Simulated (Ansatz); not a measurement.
C2H9FSi2 (`F[SiH2]CC[SiH3]`), relaxed with RKS PBE-D4/def2-SVP in the Gaussian-basis code of Ansatz from a rough embedded geometry. The force threshold is 0.03 eV/Å; the program also tests the step.

The species carries charge 0 and has multiplicity 1.

Start:

```xyz
14

F    -0.709    2.366   -1.198
Si    0.488    1.244   -1.474
C    -0.201   -0.449   -1.001
C    -0.872   -0.499    0.454
Si    0.303   -0.626    1.896
H     0.887    1.259   -2.906
H     1.662    1.592   -0.624
H     0.561   -1.150   -1.095
H    -1.004   -0.617   -1.761
H    -1.589    0.268    0.547
H    -1.433   -1.484    0.399
H     1.272   -1.691    1.694
H    -0.424   -0.873    3.104
H     1.058    0.661    1.964
```

Q: How much energy does the relaxation release, and in how many steps? (An estimate is asked.)

A: The calculation gave: 37.20 kJ/mol, in 5 steps.

Q: Which bonds change most? (An estimate is asked.)

A: The calculation gave: C3–H8 from 1.039 to 1.114 Å; Si5–H13 from 1.431 to 1.505 Å; C3–C4 from 1.603 to 1.543 Å; C4–H10 from 1.054 to 1.112 Å.

Q: Give the relaxed structure. (An estimate is asked.)

A: The calculation gave: 
```xyz
14

F    -0.660    2.380   -1.168
Si    0.494    1.237   -1.438
C    -0.244   -0.445   -1.014
C    -0.885   -0.559    0.385
Si    0.320   -0.586    1.859
H     0.872    1.286   -2.892
H     1.678    1.586   -0.582
H     0.557   -1.206   -1.157
H    -0.997   -0.660   -1.805
H    -1.605    0.271    0.550
H    -1.484   -1.494    0.461
H     1.332   -1.687    1.671
H    -0.444   -0.838    3.130
H     1.065    0.714    2.000
```
